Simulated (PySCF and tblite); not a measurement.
Values are calculated unless marked as measured or tabulated.
5 regioisomers of C₉H₇F₃O:

```
isomer                                                                                     SMILES
     A     [OH:1][c:2]1[c:3]([C:4]([F:5])([F:6])[F:7])[cH:8][cH:9][c:10]2[c:11]1[CH2:12][CH2:13]2
     B     [OH:1][c:2]1[cH:3][cH:4][cH:5][c:6]2[c:7]1[CH2:8][C@@H:9]2[C:10]([F:11])([F:12])[F:13]
     C     [OH:1][c:2]1[cH:3][cH:4][c:5]2[c:6]([c:7]1[C:8]([F:9])([F:10])[F:11])[CH2:12][CH2:13]2
     D  [OH:1][c:2]1[cH:3][cH:4][c:5]2[c:6]([cH:7]1)[C@H:8]([C:9]([F:10])([F:11])[F:12])[CH2:13]2
     E   [OH:1][C@@H:2]1[c:3]2[cH:4][cH:5][cH:6][cH:7][c:8]2[C@@H:9]1[C:10]([F:11])([F:12])[F:13]
```

Each isomer is a Boltzmann average at 298.15 K over at most 3 conformers: GFN2-xTB geometries, energies PBE0/6-31G* (D3(BJ) added where defined), GFN2-xTB thermal terms. Programs: PySCF with density fitting and tblite.

Rank the isomers by free energy at 298.15 K.


```json
{"isomer": "B", "ΔG (kcal/mol)": "0.0", "ΔE, lowest conformer": "0.0", "conformers": "2", "largest weight %": "55", "rms dipole (D)": "2.61"}
{"isomer": "D", "ΔG (kcal/mol)": "0.3", "ΔE, lowest conformer": "0.5", "conformers": "2", "largest weight %": "54", "rms dipole (D)": "2.55"}
{"isomer": "C", "ΔG (kcal/mol)": "1.8", "ΔE, lowest conformer": "1.7", "conformers": "2", "largest weight %": "92", "rms dipole (D)": "1.83"}
{"isomer": "A", "ΔG (kcal/mol)": "1.8", "ΔE, lowest conformer": "1.6", "conformers": "2", "largest weight %": "88", "rms dipole (D)": "2.31"}
{"isomer": "E", "ΔG (kcal/mol)": "4.9", "ΔE, lowest conformer": "4.6", "conformers": "3", "largest weight %": "98", "rms dipole (D)": "2.60"}
```

ΔG is for one enantiomer.

At least one structure keeps an imaginary mode at the tight-binding level.
